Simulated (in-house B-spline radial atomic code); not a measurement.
The numbers below are computed, except where a source is named.
## O in an electron gas of r_s = 2.4: phase shifts, screening, friction and resistivity

A nucleus sits in a uniform electron gas with a rigid positive background. The Kohn-Sham equations are solved self-consistently in the spin-unpolarised LDA (PW92), non-relativistic, on B-splines with outgoing waves at the boundary and partial waves to l = 8. The model has no lattice, no bands and no magnetic solution. Atomic units; δ_l are the phase shifts at the Fermi level, counted so that each bound state adds π, and good to about 0.0005.

The density parameter is r_s = 2.4 bohr, near that of the valence electrons of In (3 per atom, density 7.31 g/cm³, mass 114.82 u, which gives r_s = 2.41).

```json
{"l": "0", "δ_l (rad)": "5.0246"}
{"l": "1", "δ_l (rad)": "2.3994"}
{"l": "2", "δ_l (rad)": "0.0493"}
{"l": "3", "δ_l (rad)": "0.0117"}
{"l": "4", "δ_l (rad)": "0.0017"}
{"l": "5", "δ_l (rad)": "0.0004"}
{"l": "6", "δ_l (rad)": "0.0001"}
{"l": "7", "δ_l (rad)": "0.0002"}
{"l": "8", "δ_l (rad)": "0.0001"}
```

Bound levels below the band bottom (hartree): s -18.14, s -0.4106.

Task: Check the Friedel sum rule, and say where the screening charge sits.

Result: k_F = (9π/4)^(1/3)/r_s = 0.79965. The rule is Z = (2/π) Σ (2l + 1) δ_l. The terms are s 3.199, p 4.583, d 0.157, f 0.052 and 0.016 beyond, in all 8.007 against Z = 8. Bound states hold 4 s, 0 p, 0 d electrons, so the scattering states carry 4.01 in all; where a term is smaller than its bound count, the bound level has drawn weight out of the band.

Task: Find the transport cross section and the electronic stopping of a 1 keV O ion (mass 16.0 u).

Result: σ_tr = (4π/k_F²) Σ (l + 1) sin²(δ_l − δ_(l+1)). The terms for l = 0 to 3 are 0.2438, 1.0122, 0.0042, 0.0004, all together 1.2606, so σ_tr = 19.652 × 1.2606 = 24.774 bohr². With n = 3/(4π r_s³) = 0.01727, the friction coefficient is Q = n k_F σ_tr = 0.3421. For v well below v_F = 0.800, dE/dx = Q v; with 24801 eV per u at v = 1, v = √(1000/(24801 × 16.0)) = 0.0502, so dE/dx = 0.01717 hartree/bohr = 8.83 eV/nm. The largest term couples the p and d waves.

Task: What residual resistivity would 1 atomic per cent of such centres give in In?

Result: Δρ = k_F n_i σ_tr/n in atomic units of 21.74 μΩ·cm. With one host atom per 3 electrons, n_i/n = 0.01/3, so Δρ = 0.7996 × 0.00333 × 24.774 × 21.74 = 1.44 μΩ·cm. This is an atom added to the gas, as on an interstitial site.

Task: On a substitutional site the background of one host ion, a sphere holding 3 charges, is taken out. The phase shifts for l = 0 to 4 become 4.4690, 1.7772, -0.2599, -0.0708, -0.0136. What follows?

Result: The Friedel sum is now 5.00, for Z − 3 = 5. The sum in σ_tr is 1.9045, so σ_tr = 37.43 bohr² and Δρ = 2.17 μΩ·cm per atomic per cent, 1.51 times the value above. A real host ion scatters too, so this model doesn't give zero even for the host's own atom.
